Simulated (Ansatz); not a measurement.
`[SiH3]S[SiH2]S` and `BC[SiH2]S[SiH3]` differ in one atom or group.

Ansatz, PBE0-D4/def2-TZVP geometries, multiplicity 1. Each molecule was computed in one conformer, which needn't be the lowest.

| property | `[SiH3]S[SiH2]S` |
| --- | --- |
| HOMO–LUMO gap (PBE0/def2-TZVPP) / eV | 7.40 |
| size of the dipole moment (ωB97M-V/def2-TZVPP) / D | 1.23 |
| size of the dipole moment (B3LYP/def2-TZVPP) / D | 1.23 |
| LUMO energy (B3LYP/def2-TZVPP) / eV | -0.34 |
| LUMO energy (PBE0/def2-TZVPP) / eV | -0.12 |
| HOMO–LUMO gap (B3LYP/def2-TZVPP) / eV | 6.92 |

**Question.** What does the change do to each property? (Estimate.)

**Answer.** The calculation gave: 
| property | `BC[SiH2]S[SiH3]` | shift |
| --- | --- | --- |
| HOMO–LUMO gap (PBE0/def2-TZVPP) / eV | 6.37 | -1.03 |
| size of the dipole moment (ωB97M-V/def2-TZVPP) / D | 1.57 | 0.34 |
| size of the dipole moment (B3LYP/def2-TZVPP) / D | 1.55 | 0.32 |
| LUMO energy (B3LYP/def2-TZVPP) / eV | -1.29 | -0.95 |
| LUMO energy (PBE0/def2-TZVPP) / eV | -1.11 | -0.99 |
| HOMO–LUMO gap (B3LYP/def2-TZVPP) / eV | 5.95 | -0.97 |

With PBE0 the HOMO rises by 0.05 eV and the LUMO falls by 0.99 eV, so the gap narrows by about 1.04 eV. PBE moves the HOMO by 0.00 eV and ωB97M-V by 0.06 eV. Dipoles are sizes alone; their direction can turn.

B3LYP here is the variant with VWN-RPA as its local correlation; programs differ in this.
